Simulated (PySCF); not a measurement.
Method: PBE0-D3(BJ)/def2-TZVP (PySCF). Isolated molecules, 0 K electronic values unless said otherwise. 

Reference species (SMILES): `BrB([SiH3])[SiH3]` (neutral, multiplicity 1).

| Property | Result |
|---|---|
| dipole moment | 0.14 D |

Changed species: `[SiH3]B(Br)Br` (whole molecule; the reference has whole molecule).

Give the shifts of the dipole moment.

the dipole moment goes up by 0.17 D, to 0.31 D.
